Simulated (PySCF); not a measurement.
Electron correlation in Se (selenium, neutral)

[Ar] 3d10 4s1 4p5, high-spin 3P determinant (an excited configuration). Computed with PySCF 2.14 in aug-cc-pVDZ-PP with ECP10MDF (5s4p3d, 32 functions), with scalar relativity through the core potential. Frozen: 3s2 3p6 3d10; 6 electrons correlated.

```csv
level,correlation energy (mhartree)
CCSD,-170.75
(T),-13.25
CCSD(T),-184.00
CCSDT,-182.76
```

Diagnostics: T1 = 0.031, D1 = 0.0594, largest double amplitude 0.266.

T1 exceeds 0.03, a sign that the reference determinant is poor. A double-excitation amplitude exceeds 0.15, a sign of near-degeneracy.

Cost of the coupled-cluster step: roughly 0.3 core-seconds, for 6 correlated electrons.

Iterations:

```
CC2 = 0
CCSD nocc = (np.int64(4), np.int64(2)), nmo = (23, 23)
frozen orbitals [[0, 1, 2, 3, 4, 5, 6, 7, 8], [0, 1, 2, 3, 4, 5, 6, 7, 8]]
max_cycle = 100
direct = 0
conv_tol = 1e-08
conv_tol_normt = 1e-06
diis_space = 8
diis_start_cycle = 0
Init t2, MP2 energy = -0.110592928359849
Init E_corr(UCCSD) = -0.110592928359928
cycle = 1  E_corr(UCCSD) = -0.135175826298775  dE = -0.0245828979  norm(t1,t2) = 0.129605
cycle = 2  E_corr(UCCSD) = -0.146488899718283  dE = -0.0113130734  norm(t1,t2) = 0.0931241
cycle = 3  E_corr(UCCSD) = -0.172102182155734  dE = -0.0256132824  norm(t1,t2) = 0.0697259
cycle = 4  E_corr(UCCSD) = -0.166657780414215  dE = 0.00544440174  norm(t1,t2) = 0.0139192
cycle = 5  E_corr(UCCSD) = -0.169575932594817  dE = -0.00291815218  norm(t1,t2) = 0.0131437
cycle = 6  E_corr(UCCSD) = -0.170937387350498  dE = -0.00136145476  norm(t1,t2) = 0.00606117
cycle = 7  E_corr(UCCSD) = -0.170373447639735  dE = 0.000563939711  norm(t1,t2) = 0.00440808
cycle = 8  E_corr(UCCSD) = -0.170301011515573  dE = 7.24361242e-05  norm(t1,t2) = 0.00347345
cycle = 9  E_corr(UCCSD) = -0.170477987979024  dE = -0.000176976463  norm(t1,t2) = 0.00319715
cycle = 10  E_corr(UCCSD) = -0.170742087128183  dE = -0.000264099149  norm(t1,t2) = 0.00273654
cycle = 11  E_corr(UCCSD) = -0.170753795754631  dE = -1.17086264e-05  norm(t1,t2) = 0.00226723
cycle = 12  E_corr(UCCSD) = -0.170679784317406  dE = 7.40114372e-05  norm(t1,t2) = 0.00176501
cycle = 13  E_corr(UCCSD) = -0.170728558252164  dE = -4.87739348e-05  norm(t1,t2) = 0.000922351
cycle = 14  E_corr(UCCSD) = -0.170770266526588  dE = -4.17082744e-05  norm(t1,t2) = 0.000451846
cycle = 15  E_corr(UCCSD) = -0.170766262388418  dE = 4.00413817e-06  norm(t1,t2) = 0.00019635
cycle = 16  E_corr(UCCSD) = -0.17075558941516  dE = 1.06729733e-05  norm(t1,t2) = 7.27737e-05
cycle = 17  E_corr(UCCSD) = -0.170752727390291  dE = 2.86202487e-06  norm(t1,t2) = 1.73205e-05
cycle = 18  E_corr(UCCSD) = -0.170752176231811  dE = 5.5115848e-07  norm(t1,t2) = 8.5694e-06
cycle = 19  E_corr(UCCSD) = -0.170751858573536  dE = 3.17658275e-07  norm(t1,t2) = 6.51419e-06
cycle = 20  E_corr(UCCSD) = -0.170751894208444  dE = -3.56349087e-08  norm(t1,t2) = 3.17402e-06
cycle = 21  E_corr(UCCSD) = -0.170752030002199  dE = -1.35793755e-07  norm(t1,t2) = 1.65587e-06
cycle = 22  E_corr(UCCSD) = -0.170752124339198  dE = -9.43369984e-08  norm(t1,t2) = 8.20475e-07
cycle = 23  E_corr(UCCSD) = -0.170752137161779  dE = -1.28225811e-08  norm(t1,t2) = 2.10097e-07
cycle = 24  E_corr(UCCSD) = -0.170752137077751  dE = 8.40274517e-11  norm(t1,t2) = 5.13816e-08
UCCSD converged
E(UCCSD) = -371.5858244700586  E_corr = -0.1707521370777513
UCCSD(T) correction = -0.0132492015956903
```
